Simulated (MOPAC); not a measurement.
MOPAC input (AM1):

```
AM1 FORCE THERMO(298,298) PRECISE LET GEO-OK AUX(PRECISION=9) THREADS=1
C5H8

C     2.36427474 1   -0.18643366 1    0.15974356 1
C     1.03790582 1   -0.34295154 1    0.18001685 1
C     0.11461877 1    0.67398800 1   -0.27983309 1
C    -1.22185934 1    0.58400494 1   -0.28782189 1
C    -2.04079876 1   -0.55474290 1    0.16343580 1
H     3.04843244 1   -0.96854235 1    0.51250141 1
H     2.85080398 1    0.72633477 1   -0.20789772 1
H     0.59590665 1   -1.28035300 1    0.55956041 1
H     0.58882580 1    1.60072481 1   -0.65371103 1
H    -1.81100551 1    1.43855852 1   -0.66786401 1
H    -2.72741674 1   -0.22650299 1    0.98497654 1
H    -2.67007732 1   -0.92911606 1   -0.68390075 1
H    -1.42713341 1   -1.40675659 1    0.54323698 1
```

From the output:

```
     H   13   5.441797

          HEAT OF FORMATION =      20.883107 KCALS/MOLE

          ZERO POINT ENERGY      71.770 KCAL/MOL

           NORMAL COORDINATE ANALYSIS (Total motion = 1 Angstrom)

   Root No.       1         2         3         4         5         6         7         8

                 1 A"      2 A"      1 A'      3 A"      2 A'      4 A"      3 A'      5 A"

                  33.8      50.0     244.0     335.4     417.2     606.2     653.7     810.5

           1    0.0000   -0.0000   -0.0343    0.0000   -0.0453    0.0000   -0.0417    0.0000
           2   -0.0000    0.0000    0.0469   -0.0000   -0.0419   -0.0000   -0.0149   -0.0000
           3    0.0027   -0.0645    0.0000    0.0134    0.0000    0.0096    0.0000    0.0016
           4   -0.0000    0.0000   -0.0320   -0.0000   -0.0454   -0.0000   -0.0335    0.0000
           5    0.0000   -0.0000   -0.0352    0.0000    0.0633    0.0000   -0.0035   -0.0000
           6   -0.0265    0.0738    0.0000   -0.0028    0.0000   -0.0498    0.0000    0.0177
           7    0.0000    0.0000   -0.0000   -0.0000    0.0058    0.0000    0.0564   -0.0000
           8   -0.0000   -0.0000   -0.0562    0.0000    0.0276   -0.0000   -0.0475    0.0000
           9    0.0015    0.0392   -0.0000   -0.0593    0.0000    0.0226   -0.0000   -0.0349
          10    0.0000   -0.0000   -0.0033    0.0000    0.0144   -0.0000    0.0574   -0.0000
          11   -0.0000    0.0000   -0.0190   -0.0000   -0.0357    0.0000    0.0696    0.0000
          12    0.0160   -0.0036   -0.0000    0.0635   -0.0000   -0.0218   -0.0000   -0.0249
          13    0.0000   -0.0000    0.0652   -0.0000    0.0551    0.0000   -0.0136   -0.0000
          14   -0.0000    0.0000    0.0418    0.0000   -0.0050   -0.0000    0.0127    0.0000
          15    0.0069   -0.0333   -0.0000   -0.0168   -0.0000    0.0032    0.0000   -0.0081
          16   -0.0000   -0.0000   -0.0993    0.0000    0.0594    0.0000   -0.0023   -0.0000
          17    0.0000    0.0000    0.0884   -0.0000   -0.1106   -0.0000   -0.0431    0.0000
          18   -0.0203   -0.0365    0.0000    0.1364   -0.0000    0.2742   -0.0000   -0.1058
          19    0.0000   -0.0000    0.0290   -0.0000   -0.1500   -0.0000   -0.0885    0.0000
          20   -0.0000    0.0000    0.0887    0.0000   -0.1123    0.0000   -0.0477   -0.0000
          21    0.0513   -0.2153    0.0000   -0.0949    0.0000   -0.1997    0.0000    0.0770
          22   -0.0000    0.0000   -0.0662    0.0000   -0.0169    0.0000   -0.0928    0.0000
          23    0.0000   -0.0000   -0.0536   -0.0000    0.0732   -0.0000   -0.0412   -0.0000
          24   -0.0781    0.2236    0.0000    0.0965    0.0000    0.0224    0.0000    0.0775
          25    0.0000    0.0000   -0.0004   -0.0000    0.0584    0.0000    0.0382    0.0000
          26   -0.0000   -0.0000   -0.0529    0.0000    0.0597   -0.0000   -0.0528   -0.0000
          27    0.0110    0.0458   -0.0000   -0.1251    0.0000    0.2018   -0.0000    0.1529
          28    0.0000   -0.0000   -0.0514    0.0000    0.0247    0.0000    0.0247    0.0000
          29   -0.0000    0.0000    0.0063   -0.0000   -0.0366   -0.0000    0.0791   -0.0000
          30    0.0289   -0.0256    0.0000    0.1625   -0.0000    0.0499    0.0000    0.2724
          31   -0.1714   -0.0619    0.0624   -0.0478    0.0550    0.0314   -0.0112    0.0545
          32   -0.1347   -0.0269    0.0831    0.0541    0.0270   -0.0393   -0.0847   -0.0677
          33   -0.1264   -0.0800    0.0006   -0.0497    0.0012    0.0259   -0.0015    0.0321
          34    0.1714    0.0619    0.0624    0.0478    0.0550   -0.0314   -0.0112   -0.0545
          35    0.1347    0.0269    0.0831   -0.0541    0.0270    0.0393   -0.0847    0.0677
          36   -0.1264   -0.0800   -0.0006   -0.0497   -0.0012    0.0259    0.0015    0.0321
          37    0.0000    0.0000    0.1165   -0.0000    0.0967    0.0000   -0.1560    0.0000
          38   -0.0000   -0.0000    0.0152    0.0000   -0.0254   -0.0000    0.0801   -0.0000
          39    0.2528    0.0296   -0.0000   -0.0536   -0.0000    0.0319    0.0000    0.0418

   Root No.       9        10        11        12        13        14        15        16

                 6 A"      4 A'      7 A"      8 A"      5 A'      9 A"      6 A'      7 A'

                 950.0     971.3     985.4    1050.3    1059.7    1080.1    1159.0    1247.3

           1    0.0000    0.0235   -0.0000   -0.0000    0.0101   -0.0000    0.0136    0.0001
           2   -0.0000    0.0572    0.0000    0.0000    0.0135    0.0000   -0.0165    0.0024
           3    0.0087    0.0000   -0.0031   -0.0940    0.0000   -0.0036   -0.0000   -0.0000
           4   -0.0000    0.0152    0.0000    0.0000    0.0059    0.0000   -0.0004    0.0040
           5    0.0000    0.0103   -0.0000   -0.0000   -0.0023   -0.0000    0.0375   -0.0330
           6   -0.0356    0.0000    0.0518    0.0310   -0.0000    0.0039    0.0000   -0.0000
           7   -0.0000    0.0053   -0.0000   -0.0000   -0.0344   -0.0000    0.0193   -0.0032
           8    0.0000   -0.0402    0.0000    0.0000    0.0122    0.0000   -0.0365    0.0287
           9   -0.0229   -0.0000   -0.0579   -0.0064    0.0000   -0.0183   -0.0000    0.0000
          10    0.0000   -0.0153    0.0000   -0.0000   -0.0190    0.0000   -0.0075   -0.0009
          11   -0.0000   -0.0163   -0.0000    0.0000   -0.0082   -0.0000   -0.0498   -0.0336
          12    0.0175   -0.0000    0.0155   -0.0023    0.0000    0.0721   -0.0000   -0.0000
          13    0.0000   -0.0210    0.0000    0.0000    0.0544   -0.0000   -0.0227   -0.0041
          14   -0.0000    0.0066   -0.0000   -0.0000    0.0064    0.0000    0.0397    0.0423
          15    0.0131    0.0000    0.0146    0.0049   -0.0000   -0.0616    0.0000    0.0000
          16   -0.0000    0.2641   -0.0000    0.0000    0.0557    0.0000   -0.0263    0.0118
          17    0.0000   -0.1079    0.0000   -0.0000   -0.0175   -0.0000    0.0151   -0.0090
          18   -0.0675   -0.0000   -0.0008    0.3789   -0.0000    0.0132    0.0000   -0.0000
          19    0.0000   -0.1964   -0.0000    0.0000   -0.0272    0.0000    0.0902   -0.0304
          20   -0.0000   -0.1016    0.0000   -0.0000   -0.0138   -0.0000    0.0378   -0.0208
          21    0.0933    0.0000   -0.0969    0.3936    0.0000    0.0119   -0.0000    0.0000
          22    0.0000   -0.0684   -0.0000    0.0000   -0.0071   -0.0000    0.0418   -0.1393
          23   -0.0000   -0.0407    0.0000   -0.0000   -0.0082    0.0000    0.0573   -0.1148
          24    0.2466    0.0000   -0.2425    0.0033    0.0000   -0.0089   -0.0000    0.0000
          25    0.0000   -0.0136    0.0000    0.0000   -0.0640    0.0000    0.2121    0.0956
          26   -0.0000   -0.0489   -0.0000   -0.0000   -0.0065   -0.0000    0.0860    0.0846
          27    0.1775   -0.0000    0.2487    0.0355    0.0000    0.0222   -0.0000   -0.0000
          28   -0.0000   -0.0520   -0.0000    0.0000   -0.1123   -0.0000   -0.1616    0.2574
          29    0.0000    0.0013    0.0000   -0.0000    0.0362    0.0000    0.0287   -0.1534
          30   -0.1571    0.0000   -0.0959    0.0020    0.0000   -0.1729    0.0000   -0.0000
          31   -0.0429   -0.0260   -0.0454   -0.0135    0.0636    0.1697   -0.0384   -0.0095
          32    0.0482    0.0515    0.0550    0.0147   -0.1780   -0.1878    0.0027    0.0157
          33   -0.0191   -0.0025   -0.0193   -0.0055    0.0044    0.0694   -0.0125   -0.0047
          34    0.0429   -0.0260    0.0454    0.0135    0.0636   -0.1697   -0.0384   -0.0095
          35   -0.0482    0.0515   -0.0550   -0.0147   -0.1780    0.1878    0.0027    0.0157
          36   -0.0191    0.0025   -0.0193   -0.0055   -0.0044    0.0694    0.0125    0.0047
          37   -0.0000    0.0263   -0.0000   -0.0000   -0.1741    0.0000   -0.1074   -0.1271
          38    0.0000   -0.0158    0.0000    0.0000    0.1082   -0.0000    0.0749    0.1005
          39   -0.0254   -0.0000   -0.0246   -0.0066    0.0000    0.0862    0.0000    0.0000

   Root No.      17        18        19        20        21        22        23        24

                 8 A'      9 A'     10 A'     10 A"     11 A'     12 A'     13 A'     14 A'

                1317.5    1330.8    1378.0    1383.4    1395.6    1441.7    1483.2    1840.3

           1   -0.0203   -0.0075   -0.0000   -0.0000   -0.0064    0.0193   -0.0317   -0.1818
           2    0.0272    0.0133   -0.0002    0.0000   -0.0024   -0.0063    0.0043   -0.0050
           3    0.0000    0.0000   -0.0000    0.0000    0.0000   -0.0000    0.0000    0.0000
           4   -0.0084    0.0030   -0.0058   -0.0000   -0.0198    0.0101   -0.0070    0.2035
           5   -0.0330   -0.0550    0.0072    0.0000    0.0071    0.0231   -0.0350    0.0319
           6   -0.0000   -0.0000    0.0000   -0.0003    0.0000    0.0000   -0.0000   -0.0000
           7   -0.0061   -0.0122   -0.0061   -0.0000   -0.0169   -0.0034    0.0330    0.0530
           8   -0.0188    0.0291   -0.0151    0.0000   -0.0183   -0.0194    0.0507   -0.0117
           9   -0.0000    0.0000   -0.0000   -0.0001   -0.0000   -0.0000    0.0000   -0.0000
          10   -0.0010    0.0020   -0.0059   -0.0000   -0.0139   -0.0159    0.0381   -0.0904
          11    0.0022    0.0266    0.0059    0.0000    0.0254    0.0047   -0.0459    0.0096
          12   -0.0000    0.0000    0.0000   -0.0026    0.0000    0.0000   -0.0000    0.0000
          13   -0.0022    0.0005   -0.0358   -0.0000    0.0120   -0.0188   -0.0391    0.0143
          14    0.0215   -0.0228   -0.0084    0.0000   -0.0002    0.0339    0.0455   -0.0110
          15    0.0000   -0.0000    0.0000   -0.0411   -0.0000    0.0000    0.0000    0.0000
          16    0.0206    0.0082    0.0499   -0.0000    0.1918   -0.0974    0.0946   -0.0328
          17   -0.0044   -0.0041   -0.0291    0.0000   -0.1197    0.0668   -0.0762   -0.1021
          18    0.0000    0.0000   -0.0000   -0.0002   -0.0000    0.0000   -0.0000   -0.0000
          19   -0.1023   -0.0840    0.0550    0.0000    0.2028   -0.0637    0.0627   -0.0168
          20   -0.0291   -0.0416    0.0346   -0.0000    0.1277   -0.0556    0.0605    0.1095
          21    0.0000    0.0000   -0.0000    0.0007   -0.0000    0.0000    0.0000    0.0000
          22    0.3674   -0.0207    0.0259    0.0000   -0.0326   -0.0673    0.0178    0.0141
          23    0.1904   -0.0660    0.0254   -0.0000   -0.0016   -0.0260   -0.0159   -0.0864
          24   -0.0000   -0.0000   -0.0000    0.0050    0.0000    0.0000   -0.0000   -0.0000
          25    0.0576    0.2715    0.0236    0.0000    0.0714    0.0268   -0.1128    0.0433
          26    0.0183    0.2038    0.0047   -0.0000    0.0405    0.0020   -0.0486   -0.0164
          27   -0.0000   -0.0000   -0.0000    0.0004   -0.0000   -0.0000    0.0000   -0.0000
          28    0.1369   -0.1394    0.0432    0.0000    0.0848    0.0564   -0.1174    0.0031
          29   -0.0648    0.0955   -0.0197   -0.0000   -0.0247   -0.0301    0.0381   -0.0432
          30   -0.0000    0.0000   -0.0000    0.0014   -0.0000   -0.0000    0.0000   -0.0000
          31   -0.0156    0.0272    0.2493    0.0674   -0.0302    0.0345    0.0171    0.0102
          32   -0.0567   -0.0121    0.0446    0.2495   -0.0607   -0.1531   -0.0780   -0.0150
          33   -0.0136    0.0180    0.1941    0.0487   -0.0314    0.0211    0.0228    0.0055
          34   -0.0156    0.0272    0.2493   -0.0674   -0.0302    0.0345    0.0171    0.0102
          35   -0.0567   -0.0121    0.0446   -0.2495   -0.0607   -0.1531   -0.0780   -0.0150
          36    0.0136   -0.0180   -0.1941    0.0487    0.0314   -0.0211   -0.0228   -0.0055
          37    0.0035    0.0789   -0.0570    0.0000    0.0788    0.1802    0.1011   -0.0153
          38    0.0139   -0.0592    0.0199   -0.0000   -0.0390   -0.0797   -0.0364    0.0044
          39    0.0000   -0.0000    0.0000    0.4221   -0.0000   -0.0000   -0.0000    0.0000

   Root No.      25        26        27        28        29        30        31        32

                15 A'     11 A"     16 A'     17 A'     18 A'     19 A'     20 A'     21 A'
```
